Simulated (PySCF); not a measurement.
SMILES c1cccc(c1)[SiH2]CC(=O)O (C8H10O2Si) at its GFN2-xTB optimised geometry (Å):

```
21

O      1.6119    -2.7162    -0.3563
C      0.4528    -3.0328    -0.2590
O     -0.1180    -3.8906    -1.1262
C     -0.5150    -2.5255     0.7368
Si    -1.5041    -1.0610    -0.0205
C     -0.4909     0.5289     0.0000
C     -1.1463     1.7598    -0.0030
C     -0.4400     2.9476    -0.0017
C      0.9453     2.9286     0.0002
C      1.6140     1.7166     0.0000
C      0.9034     0.5289     0.0000
H      0.5328    -4.1744    -1.7867
H     -1.2175    -3.3159     0.9849
H      0.0113    -2.2037     1.6315
H     -1.9073    -1.4189    -1.3858
H     -2.6942    -0.9017     0.8264
H     -2.2269     1.7798    -0.0038
H     -0.9681     3.8906    -0.0007
H      1.4999     3.8559     0.0025
H      2.6942     1.6948     0.0002
H      1.4416    -0.4070    -0.0014
```

Level of theory: CAM-B3LYP/def2-SVP run with PySCF 2.14.0. Cells within 0.4 Å of a nucleus heavier than hydrogen are left out (blank, or x).

Map of the deformation density (molecule minus spherical neutral atoms) (e/bohr³) on the plane z = 0.0 Å:

```
|22222222222222222222222222222|
|22222222222222222222222222222|
|22222222222222222222222222222|
|22222222222212222222222222222|
|22222222221122111211222222222|
|22222222221394113741222222222|
|22222222221386334942222222222|
|2222222221114x99xx21122222222|
|2222222211128x44x931122222222|
|22222222144593003953312222222|
|22222221199xx1001xx9921222222|
|22222222133494003953411222222|
|2222222211127x55x831112222222|
|222222221112xx88xx21122222222|
|22222222111474225941222222222|
|22222222211353113731222222222|
|2222222232xx21111111222222222|
|2222222222xx11111122222222222|
|22222222111232111222222222222|
|22222222111332211242222222222|
|222222222112136235x3222222222|
|222222222211127x5412222222222|
|22222222222111101222222222222|
|22222222222211101122222222222|
|22222222222222111222222222222|
|22222222222222222222222222222|
|22222222222222222222222222222|
|22222222222222222222222222222|
|22222222222222222222222222222|
```
Scale: ten equal steps from -0.032 (start of '0') to 0.104 (end of '9'), in the order '0123456789'; x runs from -6.00 to 6.00, y from -6.00 (bottom) to 6.00 (top).
